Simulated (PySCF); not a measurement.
All values below come from PySCF with PBE-D3(BJ)/def2-TZVP // B3LYP-D3(BJ)/def2-TZVP. Isolated molecules, 0 K electronic values unless said otherwise. 

Reference species (SMILES): `ClBCl` (neutral, multiplicity 1).

| Property | Result |
|---|---|
| dipole moment | 0.35 D |

Changed species: `BCl` (whole molecule; the reference has whole molecule).

Task: What does the change do to the dipole moment?

Result: the dipole moment rises by 0.06 D, to 0.41 D.
